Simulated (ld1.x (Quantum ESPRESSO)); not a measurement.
## Pseudopotential generation for Re (Z = 75): TM semilocal, LDA (PZ), scalar-relativistic.

ld1.x (Quantum ESPRESSO) 7.5 input, shortened:

```
&input
   title='Re', zed=75., rel=1, dft='PZ', iswitch=3,
   config='[Xe] 4f14 5d5 5f-2 6s2 6p0'
 /
 &inputp
   pseudotype=1, tm=.true., lloc=0,
   nlcc=.true., new_core_ps=.true., rcore=0.95
 /
4
5P  2  1   6.00   0.00  1.80  1.80  0.0
5D  3  2   5.00   0.00  2.40  2.40  0.0
5F  4  3  -2.00  -0.10  2.00  2.00  0.0
6S  1  0   2.00   0.00  2.25  2.25  0.0
 &test
   configts(1)='5p6 5d5 6s2 6p0'
 /
```

All-electron outer shells of the reference configuration (LDA (PZ), scalar-relativistic, ld1.x):

```csv
shell,level (eV),outermost node (bohr),outermost maximum (bohr)
5s,-85.51,0.52,0.93
5p,-47.21,0.56,1.06
4f,-42.60,–,0.41
6s,-6.16,1.24,2.54
5d,-5.57,0.62,1.43
6p,-1.44,1.48,3.61
```

What the tests gave:

```json
{"Cutoffs needed": "40 Ry and 50 Ry (the cutoffs (Ry, on a coarse ladder) from which the occupation-weighted sum of valence levels, in a spherical-Bessel basis at the reference potential, stays within 10 and 1 mRy of its value at 400 Ry)", "Ghost test": "no extra level below or beside the all-electron valence levels (p, d, f, s tested); the semilocal form is local in each channel, so this says nothing of the separable form that plane-wave codes build from it (spherical-Bessel basis up to 400 Ry, 20 bohr box)", "Largest excitation error": "+212 meV (all-electron minus pseudo) for 5p6 5d5 6s0 6p1, out of 7 test configurations"}
```

Generation and tests took about 3.6 s on one core of a shared server CPU.
